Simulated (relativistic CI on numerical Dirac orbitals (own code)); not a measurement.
**One change at a time: Nb XIII**

Base calculation: Dirac-Coulomb-Breit CI, separate exchange-only KLI orbitals for each configuration, model QED (radiative potential, 1s self-energy scaled to tabulated hydrogen-like ionisation energies), unscaled Slater integrals.

Configurations in the expansion (outside the closed core [Ar]): 3d10.4s, 3d10.4p, 3d10.4d, 3d10.4f, 3d10.5s, 3d10.5p, 3d10.5d, 3d10.5f, 3d10.6s, 3d9.4s2, 3d10.5g, 3d10.6p, 3d10.6d, 3d10.6f, 3d10.7s, 3d9.4s.4p, 3d10.8s, 3d9.4s.4d, 3d9.4s.4f, 3d9.4s.5s, 3d9.4s.5p, 3d9.4s.5d, 3d9.4s.5f, 3d9.4s.6s. Double excitations out of closed p, d and f shells are left out; levels of such configurations are missing from the list, as are those of other unlisted configurations, and high levels can miss mixing partners.

Variants: (1) P86 correlation estimate; (2) QED terms removed; (3) one mean potential for all configurations. Shifts of the energy above 3d10.4s 2S_1/2, in cm⁻¹, for the lowest level and the first level of each name with at least 55 % of one term (blank where a level changes its place among those of its configuration and J or its character, or is not in the variant):

```tsv
Level	Base	Δ(1)	Δ(2)	Δ(3)
3d10.4s 2S_1/2	0	0	0	0
3d10.4p 2P°_1/2	218968	+678	+682	+120
3d10.4p 2P°_3/2	245323	+678	+628	+114
3d10.4d 2D_3/2	600895	+1174	+679	-16
3d10.4d 2D_5/2	605152	+1174	+665	-13
3d10.4f 2F°_7/2	950767	+3383	+648	+218
3d10.4f 2F°_5/2	950784	+3383	+651	+214
3d10.5s 2S_1/2	970055	-857	+378	+518
3d10.5p 2P°_1/2	1064675	-544	+661	+650
3d10.5p 2P°_3/2	1075603	-544	+637	+672
3d10.5d 2D_3/2	1229903	-250	+661	+576
3d10.5d 2D_5/2	1231795	-250	+654	+595
3d10.5f 2F°_5/2	1383134	+3226	+649	+619
3d10.5f 2F°_7/2	1383148	+3226	+647	+640
3d10.6s 2S_1/2	1402598	-181	+513	+928
3d10.5g 2G_7/2	1412161	+3040	+645	+1222
3d10.5g 2G_9/2	1412217	+3040	+644	+1223
3d10.6p 2P°_1/2	1451827	-84	+652	+1032
3d10.6p 2P°_3/2	1457491	-84	+641	+1011
3d9.4s2 2D_5/2	1461753	+7077	-846	+19608
3d9.4s2 2D_3/2	1484709	+7077	-920	+20200
3d10.6d 2D_3/2	1538854	+127	+653	+964
```

At this charge energies of transitions that change n are usually good to better than 1 %, and those within a shell (Δn = 0) to a few per cent.

Ionisation energy from the two ground configurations alone: base 267.179 eV; P86 correlation estimate 267.551 eV; QED terms removed 267.26 eV. The NIST ASD value (measured) is 268.59 eV.

LS names give the leading component of a level, which can be under half, so a name can repeat, a term be missing and a line seem to break the LS rules.
